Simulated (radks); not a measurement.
Q: Re XII, 64 electrons, occupied as [Kr] 4d10 4f14 5s2 5p2. All-electron calculation, scalar-relativistic Kohn-Sham, exchange-only LDA, spin-polarised, spherical densities, point nucleus; open shells are filled with parallel spins first (spin-orbit coupling, left out, can overturn this in heavy ions). Program: a radial shooting solver on a logarithmic mesh with Libxc functionals. Some entries of the table are withheld. Estimate them.

orbital  occ.  eigenvalue (eV)  <1/r> (bohr^-1)  <r^2> (bohr^2)
1s up       1        -71801.05            88.73       0.0004483
1s down     1        -71800.75            88.73       0.0004483
2s up       1        -12607.71            20.76        0.006881
2s down     1        -12607.53            20.76        0.006881
2p up       3        -11030.83            18.75        0.005710
2p down     3        -11030.59            18.75        0.005710
3s up       1        -3062.139            7.688         0.04462
3s down     1        -3061.959            7.688         0.04461
3p up       3        -2597.223            7.084         0.04542
3p down     3        -2597.022            7.084         0.04542
3d up       5        -2069.679            6.692         0.03763
3d down     5        -2069.480            6.692         0.03763
4s up       1        -785.8689            3.277          0.2191
4s down     1        -785.5102            3.278          0.2190
4p up       3        -633.2251            2.974          0.2495
4p down     3        -632.8098            2.976          0.2491
4d up       5        -441.6433            2.654          0.2876
4d down     5        -441.1014            2.658          0.2866
5s up       1        -261.9848            1.388           1.051
5s down     1        -258.7806            1.395           1.045
4f up       7        -227.7317            2.210          0.3784
4f down     7        -226.8396            2.221          0.3725
5p up       2        -218.1258              (1)             (2)
5p down     0        -214.6383              (3)             (4)

A: 
(1) 5p up <1/r> (bohr^-1): 1.236
(2) 5p up <r^2> (bohr^2): 1.285
(3) 5p down <1/r> (bohr^-1): 1.240
(4) 5p down <r^2> (bohr^2): 1.282
